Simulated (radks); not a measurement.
Results of a calculation; reference values are marked as such.
Task: Ionisation ladder of ytterbium, from Yb to Yb21+. Each ion is in the ground configuration listed by NIST, and IE = E(next ion) - E(this ion). Code: a radial shooting solver on a logarithmic mesh with Libxc functionals. Model: scalar-relativistic Kohn-Sham, PBEsol, spin-polarised, spherical densities, finite nucleus; open shells are filled with parallel spins first (spin-orbit coupling, left out, can overturn this in heavy ions); Fermi nuclear charge, rms radius 5.3108 fm.

species           configuration  IE, Delta-SCF (eV)  <r> HOMO (bohr)
Yb                [Xe] 4f14 6s2               6.301            0.791
Yb+               [Xe] 4f14 6s1              12.368             3.51
Yb2+                  [Xe] 4f14              26.426            0.780
Yb3+                  [Xe] 4f13              45.809            0.734
Yb4+                  [Xe] 4f12              80.935            0.700
Yb5+     [Kr] 4d10 4f12 5s2 5p5              96.462            0.689
Yb6+     [Kr] 4d10 4f12 5s2 5p4              112.26            0.678
Yb7+     [Kr] 4d10 4f12 5s2 5p3                   ?            0.668
Yb8+     [Kr] 4d10 4f12 5s2 5p2                   ?            0.662
Yb9+     [Kr] 4d10 4f12 5s2 5p1              168.02            0.656
Yb10+        [Kr] 4d10 4f12 5s2              186.51            0.650
Yb11+        [Kr] 4d10 4f11 5s2              216.05            0.630
Yb12+        [Kr] 4d10 4f10 5s2              266.70            0.612
Yb13+        [Kr] 4d10 4f10 5s1              291.76            0.604
Yb14+            [Kr] 4d10 4f10                   ?            0.599
Yb15+             [Kr] 4d10 4f9                   ?            0.584
Yb16+             [Kr] 4d10 4f8              366.55            0.570
Yb17+             [Kr] 4d10 4f7              412.48            0.553
Yb18+             [Kr] 4d10 4f6              450.99            0.541
Yb19+             [Kr] 4d10 4f5              490.70            0.530
Yb20+             [Kr] 4d10 4f4              531.57            0.520
Yb21+             [Kr] 4d10 4f3              573.56            0.510

Estimate the withheld Delta-SCF values.

Result: Yb7+: 133.38 eV (NIST 135); Yb8+: 150.61 eV (NIST 163); Yb14+: 297.36 eV (NIST 324); Yb15+: 331.31 eV (NIST 360). No tabulated value is given for the 4+ ions of Nd, Pm and Eu to Yb, where it belongs to another shell than the one emptied here.
